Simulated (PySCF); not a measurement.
**Correlation energy of B (boron, neutral)**

[He] 2s1 2p1 3d1, one real determinant (an excited configuration). Calculation: PySCF 2.14, in aug-cc-pVTZ; no relativity, point nucleus. Frozen: 1s2; 3 electrons correlated.

```tsv
level	correlation energy (mhartree)
CCSD	-11.00
(T)	-0.22
CCSD(T)	-11.22
```

Diagnostics: T1 = 0.0083, D1 = 0.0183, largest double amplitude 0.077.

Q: Is a single reference adequate?

A: Mostly. T1 lies below 0.03, but a double amplitude of this size points to a near-degeneracy that CCSD handles and MP2 describes poorly.

The reference is one real determinant that mixes LS terms of this configuration.
